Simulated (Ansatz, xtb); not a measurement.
## Ranking isomers of GeH5OSi

4 gas-phase structures of GeH5OSi, found in a search over its isomers (lower ones may exist). Each was relaxed with GFN2-xTB; where two conformers were screened, the lower at r2SCAN-D4/def2-SVP is listed:

A. `[SiH2][O][GeH3]`, a doublet
B. `[OH][GeH][SiH3]`, a doublet
C. `[SiH3][O][GeH2]`, a doublet
D. `O[SiH2][GeH2]`, a doublet

Make a reasoned guess at their ranking by r2SCAN-D4/def2-SVP single-point energy.

Calculated order at r2SCAN-D4/def2-SVP: C (0.0), A (3.4), D (4.2), B (13.1) kcal/mol. Less than 1 kcal/mol parts A and D, so the order within that pair means little.

Energies above the lowest of each column, in kcal/mol; the last columns are at PBE0-D3(BJ)/def2-SVP geometries (a dash: not run or not comparable):

```tsv
structure	GFN2-xTB	HF/STO-3G	r2SCAN-D4/def2-SVP	PBE0-D3(BJ)/def2-SVP	CCSD(T)/def2-SVP + ΔMP2/def2-TZVPP
C	0.0	16.7	0.0	0.0	0.0
A	19.3	0.0	3.4	6.3	7.2
D	16.9	14.0	4.2	2.1	3.9
B	21.6	20.9	13.1	13.1	–
```

CCSD(T)/def2-SVP + ΔMP2/def2-TZVPP puts C lowest of those it was run on; HF/STO-3G picks A. CCSD(T)/def2-SVP + ΔMP2/def2-TZVPP orders those it was run on as C (0.0), D (3.9), A (7.2) kcal/mol. Flexible structures stand in one conformer each, not always the lowest. Frequencies (PBE0-D3(BJ)/def2-SVP) were run for A, C, D alone. Open shells are spin-unrestricted. ΔMP2 is the change of the MP2 energy from the smaller to the larger basis.

Over these structures GFN2-xTB departs from r2SCAN-D4/def2-SVP by 5.0 kcal/mol on average once a common shift is removed. A GFN2-xTB relaxation took about 0.12 s and the r2SCAN-D4/def2-SVP energy about 2.5 s on a shared host (Ansatz 0.2.0, xtb 6.7.1).
